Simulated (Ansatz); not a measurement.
Total energies of B(NH2)3 (BN₃H₆) from Ansatz at CAM-B3LYP-D4/def2-TZVP, gas phase (1 Eh = 27.2114 eV = 2625.5 kJ/mol). The reference geometry is relaxed at PBE-D4/def2-SVP.

```tsv
state	geometry	energy (Eh)
charge 0 singlet	reference	-192.83922
charge 1 doublet	reference	-192.50322
free B atom (doublet)	–	-24.64068
free N atom (quartet)	–	-54.58263
free H atom (doublet)	–	-0.49881
```

(1) Work out the vertical ionisation energy to the doublet.

(2) What is the binding energy per atom against free atoms?

(1) E(charge 1 doublet) − E(charge 0 singlet) = -192.50322 − (-192.83922) = 0.33600 Eh = 9.14 eV. For comparison, −ε of the highest occupied level is 8.11 eV at this level, 1.03 eV less.

(2) Atoms: 1 × (-24.64068) + 3 × (-54.58263) + 6 × (-0.49881) = -191.38143 Eh. Binding: -191.38143 − (-192.83922) = 1.45779 Eh = 39.67 eV, or 3.97 eV for each of 10 atoms (no zero-point energy, no counterpoise term).
